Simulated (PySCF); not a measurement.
Vertical excitations of a molecule C5H7N from TDDFT-PBE/def2-SVPD run with PySCF, as energy in eV (oscillator strength): 3.72 (0.001), 5.08 (0.306), 5.55 (0.002), 6.17 (0.024), 6.18 (0.031), 6.40 (0.017), 6.48 (0.000), 6.65 (0.001), 6.71 (0.000), 6.75 (0.000). Lowest triplet (TDA): 3.01 eV. Geometry: PBE-D3(BJ)/def2-SVP. Other conformers were not sampled.

Identify the compound among the candidates.
A) C=CC1=NCC1
B) C=C/C=N/C=C
C) C#CC1CNC1
D) C=CC=C=CN

A, C=CC1=NCC1
